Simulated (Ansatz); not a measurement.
Ansatz results at the PBE0-D4/def2-TZVP geometry: size of the dipole moment (PBE/def2-TZVPP) 1.89 D; HOMO energy (PBE0/def2-TZVPP) -7.09 eV; HOMO–LUMO gap (PBE0/def2-TZVPP) 5.52 eV.

Q: Which molecule gave them?
A. `[SiH3]/C=C1C=N\1`
B. `O[CH2][Al]1[BH][CH2]1`
C. `C1=C[SiH2]C=N1`
D. `C[SiH]1CSS1`

A: A. The others give `C1=C[SiH2]C=N1`: 1.40, -7.28, 5.25; `C[SiH]1CSS1`: 2.55, -5.97, 4.63; `O[CH2][Al]1[BH][CH2]1`: 2.26, -6.48, 5.29.
